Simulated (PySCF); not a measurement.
**Ionising CsSn**

PBE0; Cs def2-SVPD with ECP46, Sn def2-SVPD with ECP28; scalar-relativistic core potentials (PySCF 2.14). Neutral (UKS): quartet (σ ↑, π ↑↑), Re = 3.584 Å, ωe = 88.2 cm⁻¹, De = 1.44 eV, HOMO -3.50 eV, LUMO -1.42 eV.

CsSn⁺ (UKS): triplet (σ ↑, π ↑), Re = 4.272 Å, ωe = 40.5 cm⁻¹, De = 0.27 eV to Cs⁺ + Sn. The energies at the minima are -234.44741 hartree for CsSn and -234.26106 for CsSn⁺.

Work out the adiabatic ionisation energy, without and with harmonic zero-point energies (1 hartree = 27.2114 eV, 1 eV = 8065.5 cm⁻¹), and the change of the bond length.

At PBE0: 0.18635 hartree = 5.071 eV between the minima; the zero-point term (40.5 − 88.2)/2 cm⁻¹ = -0.003 eV makes it 5.068 eV. Re changes by +68.8 pm against the neutral. The electron leaves a π orbital, and the ion is left as a loose complex of an ion and an atom.

Weak bonds: CsSn⁺. Basis-set superposition, not corrected here, can be much of De in a small basis, most of all at correlated wavefunction levels. Spin–orbit coupling is left out, which matters for elements this heavy, above all for dissociation energies. For an ion De counts to the pair picked by the measured ionisation energies or electron affinities, which need not be the lowest pair at this level. States were picked by a PBE0 search and need not be the measured ground states.
